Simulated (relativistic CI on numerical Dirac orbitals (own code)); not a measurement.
Transition arrays of Xe XVII

Method of calculation: Dirac-Coulomb-Breit CI, orbitals from a KLI potential per configuration, model QED, valence Slater integrals scaled by 0.9, whole transition arrays (own radial code, finite nucleus).

Configuration list (outside the closed core [Ar] 3d10 4s2): 4p⁶4d², 4p⁶4d4f, 4p⁵4d³, 4p⁶4d5p, 4p⁶4d5f. Levels of other configurations are missing.

All E1 lines from the levels of 4p⁶4d²; mean and standard deviation are weighted by gf, and upper levels are sorted by their leading configuration.

```tsv
Upper configuration	Lines	Σgf	Mean (eV)	Mean (nm)	σ (eV)	Strongest line (nm)
4p⁶4d4f	24	80.1	116.81	10.614	1.66	10.522
4p⁵4d³	523	210.3	115.99	10.689	5.96	10.475
4p⁶4d5p	60	9.9	144.82	8.561	2.07	8.534
4p⁶4d5f	81	6.6	220.27	5.629	1.91	5.646
```

Σgf per state of the lower configuration in bins of 0.2 nm over the central range (centre: value): 5.7: 0.10, 8.5: 0.15, 8.7: 0.04, 10.1: 0.10, 10.3: 0.34, 10.5: 3.14, 10.7: 2.33, 10.9: 0.18, 11.1: 0.05, 12.7: 0.04.

Q: How do configuration mixing and the scaling of the Slater integrals move the arrays?

A: Slater scale 0.9, no configuration mixing: 4p⁶4d4f 105.3 ± 3.5 eV (Σgf 72.9), 4p⁵4d³ 110.3 ± 8.2 eV (Σgf 196.2), 4p⁶4d5p 144.9 ± 2.0 eV (Σgf 11.9), 4p⁶4d5f 220.2 ± 1.9 eV (Σgf 8.6); Slater scale 1: 4p⁶4d4f 118.8 ± 1.7 eV (Σgf 80.2), 4p⁵4d³ 118.4 ± 5.9 eV (Σgf 216.4), 4p⁶4d5p 144.8 ± 2.2 eV (Σgf 9.5), 4p⁶4d5f 220.3 ± 2.0 eV (Σgf 6.5); Slater scale 0.8: 4p⁶4d4f 114.9 ± 1.6 eV (Σgf 77.9), 4p⁵4d³ 113.6 ± 6.0 eV (Σgf 206.5), 4p⁶4d5p 144.8 ± 1.9 eV (Σgf 10.2), 4p⁶4d5f 220.2 ± 1.8 eV (Σgf 6.8). With mixing, levels are counted to their leading configuration, so an array can shrink or vanish into another, and the sums then hold other lines.
